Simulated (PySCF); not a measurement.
GeOBr2, SMILES [O]=[Ge]([Br])[Br].

Coordinates come from a B3LYP-D3(BJ)/def2-SVP optimisation.

Method: PBE0/def2-TZVP run with PySCF.

Isolated molecule, no solvent.

```json
{
  "total_energy": "-7299.69749 hartree",
  "point_group": "C2v",
  "highest_occupied_level": "-8.65 eV",
  "lowest_empty_level": "-3.24 eV",
  "orbital_gap": "5.42 eV",
  "dipole_moment": "2.98 D",
  "quadrupole, principal values (traceless, Buckingham form, about the centre of nuclear charge)": "-11.86, 5.78, 6.08 D·Å",
  "mean_static_polarisability": "70.8 bohr³ (10.49 Å³)",
  "polarisability_principal_values": "46.1, 74.3, 92.0 bohr³"
}
```
